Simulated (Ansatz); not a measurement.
Species: C2H11NSi2, net charge 0, singlet state. 
Geometry from a B3LYP-D3(BJ)/def2-TZVP (Ansatz, an electronic-structure program) optimisation:
```xyz
16

Si    -0.8459    -0.0418    -0.6036
C     -1.9028     1.5025    -0.5686
C     -1.2846    -1.2034     0.7954
N      0.8361     0.3655    -0.4473
Si     2.0253    -0.2735     0.6297
H     -1.0931    -0.7284    -1.9017
H     -2.9581     1.2571    -0.7111
H     -1.6159     2.1951    -1.3636
H     -1.7987     2.0250     0.3849
H     -2.3316    -1.5046     0.7178
H     -0.6788    -2.1117     0.7731
H     -1.1453    -0.7264     1.7679
H      1.1956     1.0267    -1.1215
H      2.2239    -1.7351     0.4591
H      3.3062     0.4178     0.3505
H      1.6568    -0.0550     2.0501
```

Computed values are from Ansatz. Correlated levels leave the core frozen unless marked. Open shells are spin-unrestricted. Spin-orbit coupling is left out. Non-relativistic. Basis-set limits of correlation are two-point, X^-3; Hartree-Fock from the larger set. The bracket is a focal-point correction in the basis named.

The atomisation energy De comes out as 1354.0 kcal/mol at CCSD(T)/CBS(cc-pV(T+d)Z,cc-pV(Q+d)Z). The vertical ionisation energy (to the doublet) comes out as 9.55 eV at RI-MP2/CBS(aug-cc-pV(T+d)Z,aug-cc-pV(Q+d)Z)+[CCSD(T)-MP2]/aug-cc-pV(T+d)Z and the vertical triplet-singlet gap is 6.03 eV at RI-MP2/CBS(aug-cc-pV(T+d)Z,aug-cc-pV(Q+d)Z)+[CCSD(T)-MP2]/aug-cc-pV(T+d)Z. The total energy is -715.6452 Eh at CCSD(T)/CBS(cc-pV(T+d)Z,cc-pV(Q+d)Z) and the dipole moment is 0.86 D at CCSD(T)/aug-cc-pV(D+d)Z. The T1 diagnostic is 0.010 at CCSD/cc-pV(Q+d)Z.
